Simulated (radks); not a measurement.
The numbers below are computed, except where a source is named.
Problem. Successive ionisation energies (eV) of one element, from differences of total energies of ions in their ground configurations, starting at charge 44: 2257.7, 2323.4, 2389.7, 2645.1, 2709.5, 2774.1, 2838.9, 3089.9, 3159.5, 3346.7, 3415.8, 5600.3, 5750.0, 5901.1, 6053.7, 6207.6, 6362.9, 6652.6, 6815.0, 6978.7, 7143.7, 7596.1. Level of theory: Dirac Kohn-Sham, PBE, spin-unpolarised, spherical densities, finite nucleus; open shells fill j = l - 1/2 first; Fermi nuclear charge, rms radius 5.5211 fm (a radial shooting solver on a logarithmic mesh with Libxc functionals). Which element is it?

Solution. Bismuth (Z = 83). The first species listed is Bi44+ in [Kr] 4d3, the last Bi65+ in [Ar].
